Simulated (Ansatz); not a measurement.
Program: Ansatz. Geometries: PBE0-D4/def2-TZVP. ΔE: electronic, gas phase. CCSD(T)/CBS is the MP2 limit (def2-TZVPP, def2-QZVPP) plus CCSD(T) − MP2 in def2-TZVPP, frozen cores. For Ge outer-core shells are correlated without core-valence functions, which leaves a few kJ/mol of doubt a bond. Scalar relativity is left out up to krypton. Each species was taken in one conformer, which may not be the lowest.

Reaction (redistribution): `F[SiH2]C[SiH](F)F` + `[CH3][AlH][CH2][GeH3]` → `[CH3][AlH][CH2][SiH2]F` + `F[SiH](F)[CH2][GeH3]`

```json
{"species": "`F[SiH2]C[SiH](F)F`", "HF/def2-TZVPP energy (Eh)": "-917.36958"}
{"species": "`[CH3][AlH][CH2][GeH3]`", "HF/def2-TZVPP energy (Eh)": "-2398.29540"}
{"species": "`[CH3][AlH][CH2][SiH2]F`", "HF/def2-TZVPP energy (Eh)": "-710.85875"}
{"species": "`F[SiH](F)[CH2][GeH3]`", "HF/def2-TZVPP energy (Eh)": "-2604.80840"}
```

(1) Work out ΔE.

Largest T1 diagnostic among the species: 0.012.

Results:

(1) ΔE = (-710.85875) + (-2604.80840) − (-917.36958) − (-2398.29540) = -0.00217 Eh = -1.4 kcal/mol. CCSD(T)/CBS gives -1.7 kcal/mol.
